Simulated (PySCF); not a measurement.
Task: Give a PBE0-D3(BJ)/def2-SVP geometry of `B/C=C(\B)C`.

Result: 
Z-matrix in Å and degrees, rows numbered from 1:
```
B 
C   1  1.4918
C   2  1.3717  1  103.74
B   3  1.5908  2  108.78  1    -1.71
C   3  1.4823  2  126.68  1   177.99
H   1  1.2905  2  115.18  3     2.87
H   1  1.2049  2  136.78  3  -176.71
H   2  1.0949  1  131.08  3   177.84
H   4  1.2164  3  117.77  2  -105.30
H   4  1.2164  3  117.90  2   107.48
H   5  1.1031  3  109.89  2  -124.43
H   5  1.1038  3  109.39  2   120.28
H   5  1.0997  3  113.37  2    -1.74
```

Of the pairs four or more bonds apart, H6···H9 is among the closest relative to their van der Waals radii: 2.01 Å, 84 % of the sum of Bondi's values. B4 (three-coordinate boron) has angles 117.9°, 117.8° and 116.1°, sum 351.7°, 0.22 Å off the plane of its three neighbours. The C–C distances run from 1.372 Å (C2=C3, drawn double) to 1.482 Å (C3–C5, drawn single), a spread of 0.110 Å. B1 (three-coordinate boron) is planar (angles 136.8°, 115.2° and 108.0°, sum 360.0°, 0.00 Å off the plane of its three neighbours).

Computed, not measured: PBE0-D3(BJ)/def2-SVP geometry optimisation, gas phase in PySCF.

Point group: near Cs, missed by 0.12 Å at most; the miss may be what the optimiser left on a soft mode. Stationary, but not proved a minimum. The numbers are those of one conformer (C2–C3–B4–H -105° and 107°).

On one thread, Arm Neoverse V1 (aarch64), no GPU, shared host, this took 63 s wall and 0.46 GiB of memory at its peak. These figures are those of the optimisation.
